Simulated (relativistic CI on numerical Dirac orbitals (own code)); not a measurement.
**What each ingredient does to the levels of Sm47+**

Base calculation: Dirac-Coulomb-Breit CI, KLI orbitals optimised for each configuration, model QED, unscaled Slater integrals.

Configuration list (outside the closed core [Ne]): 3s2.3p3, 3s.3p4, 3s2.3p2.3d, 3p5, 3s.3p3.3d, 3p4.3d, 3s.3p2.3d2, 3s2.3p.3d.4p, 3p4.4s, 3s.3p2.3d.4s, 3p4.4p, 3s2.3p2.4s, 3s2.3p.3d2, 3s2.3d3, 3s.3p.3d3, 3s2.3d2.4s, 3p3.3d2, 3p2.3d3, 3p2.3d2.4s, 3s2.3p.3d.4s, 3s.3p.3d2.4s, 3s2.3d.4s2, 3s.3p2.3d.4p, 3s.3p.3d2.4p, 3p2.3d2.4p, 3s.3p.3d.4s.4p. Double excitations out of closed p, d and f shells are left out; levels of such configurations are missing from the list, as are those of other unlisted configurations, and high levels can miss mixing partners.

The lowest level and the first level of each name with at least 55 % of one term (blank where a level has no safe partner in the second run):

| Level | Base (eV) | Shift (eV) |
| --- | --- | --- |
| 3s2.3p3 2P°_3/2 | 0.000 | 0.000 |
| 3s2.3p3 2D°_5/2 | 152.085 | +0.581 |
| 3s2.3p3 2P°_1/2 | 164.301 | +1.661 |
| 3s.3p4 4P_5/2 | 275.577 | +3.051 |
| 3s2.3p2.3d 4D_1/2 | 325.775 | -0.698 |
| 3s2.3p2.3d 2G_9/2 | 369.797 | -1.977 |
| 3s.3p4 4P_3/2 | 430.454 | +0.303 |
| 3s.3p4 2D_5/2 | 443.304 | +4.840 |
| 3s2.3p2.3d 4F_9/2 | 516.694 | -0.795 |

At this charge energies of transitions that change n are usually good to better than 1 %, and those within a shell (Δn = 0) to a few per cent.

(1) One thing was changed in a second run, which moved the levels as shown. Which?
A. QED terms removed
B. Breit term removed
C. only the first 3 configurations
D. configuration mixing switched off

Answers

(1) D. Configuration mixing switched off. Without mixing, levels that were pushed by configurations of the same parity and J return to their single-configuration places.

LS names give the leading component of a level, which can be under half, so a name can repeat, a term be missing and a line seem to break the LS rules.
